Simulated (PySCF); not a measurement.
# Computed structure and properties of Ce(SH)4

System: Ce(SH)4 (singlet); start: template (S4). Method: PySCF 2.14.0, RKS PBE0, Ce lcecp-2-SVP with ECP46, S def2-SVP, H def2-SVP; non-relativistic Hamiltonian with scalar-relativistic core potentials where named; density fitting; no spin-orbit coupling.

Input of the relaxation:

```python
mol = gto.M(atom='''
Ce     0.00000     0.00000     0.00000
S      1.53990     1.53990     1.53990
H      2.64960     0.81120     1.73040
S     -1.53990    -1.53990     1.53990
H     -2.64960    -0.81120     1.73040
S      1.53990    -1.53990    -1.53990
H      0.81120    -2.64960    -1.73040
S     -1.53990     1.53990    -1.53990
H     -0.81120     2.64960    -1.73040''',
    basis={'Ce': 'lcecp-2-SVP', 'S': 'def2-SVP', 'H': 'def2-SVP'},
    ecp={'Ce': 'lcecp-2-SVP'},
    charge=0, spin=0)
mf = dft.RKS(mol, xc='PBE0')
mf.grids.atom_grid = (50, 194)  # f atoms: unpruned, at least (60, 302)
mf = mf.density_fit()  # fitting sets: Ce AutoAux, S def2-universal-JKFIT, H def2-universal-JKFIT
mf.conv_tol = 1e-08; mf.max_cycle = 55
mf.kernel(dm0)  # dm0: converged density of the start geometry
# quasi-Newton relaxation in Cartesian coordinates to a largest gradient under 0.00045 Eh/bohr, steps kept in the point group
```

Run from Python with OMP_NUM_THREADS=2; the lines above give its settings. Where DIIS fails, smearing, a level shift and second-order steps follow.
It took 2.7 min on 2 threads of Arm Neoverse V2, on a shared host, from the converged density of the start.

Course of the relaxation:

```json
{"step": "0", "energy above end (eV)": "0.3920", "largest force component within the symmetry (eV/Å)": "0.740"}
{"step": "1", "energy above end (eV)": "0.2815", "largest force component within the symmetry (eV/Å)": "0.239"}
{"step": "2", "energy above end (eV)": "0.2235", "largest force component within the symmetry (eV/Å)": "0.162"}
{"step": "3", "energy above end (eV)": "0.2096", "largest force component within the symmetry (eV/Å)": "0.138"}
{"step": "4", "energy above end (eV)": "0.1670", "largest force component within the symmetry (eV/Å)": "0.114"}
{"step": "5", "energy above end (eV)": "0.1539", "largest force component within the symmetry (eV/Å)": "0.136"}
{"step": "6", "energy above end (eV)": "0.1507", "largest force component within the symmetry (eV/Å)": "0.069"}
{"step": "7", "energy above end (eV)": "0.1456", "largest force component within the symmetry (eV/Å)": "0.061"}
{"step": "18", "energy above end (eV)": "0.0018", "largest force component within the symmetry (eV/Å)": "0.087"}
{"step": "19", "energy above end (eV)": "0.0012", "largest force component within the symmetry (eV/Å)": "0.070"}
{"step": "20", "energy above end (eV)": "0.0005", "largest force component within the symmetry (eV/Å)": "0.013"}
{"step": "21", "energy above end (eV)": "0.0002", "largest force component within the symmetry (eV/Å)": "0.018"}
{"step": "22", "energy above end (eV)": "0.0000", "largest force component within the symmetry (eV/Å)": "0.007"}
{"step": "23", "energy above end (eV)": "0.0000", "largest force component within the symmetry (eV/Å)": "0.001"}
```
(The steps between are left out.)

Relaxed geometry (S4):

```xyz
9

Ce    0.0000    0.0000    0.0000
S     1.6357    1.3245    1.5111
H     2.7341    1.0115    0.7811
S    -1.6357   -1.3245    1.5111
H    -2.7341   -1.0115    0.7811
S     1.3245   -1.6357   -1.5111
H     1.0113   -2.7341   -0.7811
S    -1.3245    1.6357   -1.5111
H    -1.0113    2.7341   -0.7811
```

```csv
contact,Å
Ce1–S2 (SH),2.591
Ce1–S4 (SH),2.591
Ce1–S6 (SH),2.591
Ce1–S8 (SH),2.591
```

On the finer grid (75, 302):

```json
{"HOMO": "not given (4f levels lie in the core)", "LUMO": "not given (4f levels lie in the core)", "Dipole about the centre of mass": "0.00 D", "Set of Mulliken populations of Ce1 outside the core potential": "s 2.32, p 6.32, d 2.33, f 0.08", "D3(BJ) dispersion energy (not in the energies)": "-0.309 eV"}
```

```tsv
atom	Mulliken (e)	Löwdin (e)	spin (e)
Ce1	0.95	-0.08	0.00
S2	-0.38	-0.01	0.00
H3	0.14	0.03	0.00
S4	-0.38	-0.01	0.00
H5	0.14	0.03	0.00
S6	-0.38	-0.01	0.00
H7	0.14	0.03	0.00
S8	-0.38	-0.01	0.00
H9	0.14	0.03	0.00
```

The large-core potential holds the 4f shell empty.

On the grid (50, 194), as all that follows. Harmonic modes: a minimum within the noise of the softest modes; lowest 47 cm⁻¹ (negative: unstable), highest 2691 cm⁻¹, zero-point energy 0.921 eV.

Taking off one SH (charge -1, singlet; the rest: singlet) in vacuum, both parts rigid, costs 9.44 eV; the small basis without counterpoise inflates it. Most of it is the attraction of opposite charges; other ways to part are cheaper, and one spin state was tried for the rest.

Rigid scan of SH along the line from its metal:

| distance to S2 (Å) | energy (eV) |
| --- | --- |
| 2.29 | 0.724 |
| 2.39 | 0.283 |
| 2.49 | 0.063 |
| 2.59 | 0.000 |
| 2.69 | 0.049 |
| 2.79 | 0.176 |
| 2.99 | 0.565 |
| 3.29 | 1.275 |
| 3.69 | 2.188 |
| 4.19 | 3.107 |

One start shape was tried, so this needn't be the lowest isomer.
